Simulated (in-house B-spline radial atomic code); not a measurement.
Settings and results of a run for Sc5+. Level of theory: scalar-relativistic (X2C) r2SCAN0, spin-polarised, spherical fractional occupations, Fermi nucleus of rms radius 3.5459 fm; calculated with a B-spline radial code for spherical atoms.

In the input, 3d5,1 would mean five up and one down electron.

Command:
```bash
python run_scf.py task.json out
```
Settings (nuclear radius in fm, mass in u):
```
Z                21
configuration    1s2 2s2 2p6 3s2 3p2,2
hamiltonian      x2c
method           r2scan0
spin_polarised   True
nucleus          fermi
rms_radius       3.5459
atomic_mass      44.95591
speed_of_light   137.035999084
```

Output (hartree, bohr):
```
 radial grid: 66 intervals, B-splines of order 8, outer radius 12.1053 bohr

 iter        energy (Eh)    residual
    1        -756.211958    4.24e-02
    2        -756.215815    1.23e-03
    3        -756.215824    5.97e-04
    4        -756.215825    2.98e-04
    5        -756.215826    2.99e-05
    6        -756.215826    4.64e-06
    7        -756.215826    3.84e-07
    8        -756.215826    2.08e-08

 total energy                      -756.21583
 kinetic                             762.9208
 electron-nucleus                  -1751.3693
 Hartree                             268.9324
 exact exchange                       -8.9185
 exchange-correlation                -27.7813

 orbital      occ     eigenvalue          <r>       <r^2>       <1/r>     <1/r^2>     <1/r^3>       r_max
 1s up      1.000      -166.4230    0.0727775  0.00713854     20.9591     920.816           -     0.04754
 1s down    1.000      -166.4230    0.0727775  0.00713854     20.9591     920.816           -     0.04754
 2s up      1.000       -21.0708       0.3411    0.137643     4.35341     82.7835           -      0.2827
 2s down    1.000       -21.0708       0.3411    0.137643     4.35341     82.7835           -      0.2827
 2p up      3.000       -17.7502     0.306092    0.115557     4.21458     24.5908     226.022      0.2321
 2p down    3.000       -17.7502     0.306092    0.115557     4.21458     24.5908     226.022      0.2321
 3s up      1.000        -4.7984      1.01084     1.16577     1.38804     12.5876           -      0.8989
 3s down    1.000        -4.7984      1.01084     1.16577     1.38804     12.5876           -      0.8989
 3p up      2.000        -3.8413      1.05886     1.29599     1.28242      3.6267     29.7508      0.9254
 3p down    2.000        -3.8413      1.05886     1.29599     1.28242      3.6267     29.7508      0.9254
```

Time taken, with all properties: 0.19 s on 1 thread of Arm Neoverse V1 (shared host).

Caution: exact exchange at fractional occupations of open shells leaves self-interaction of up to several eV.
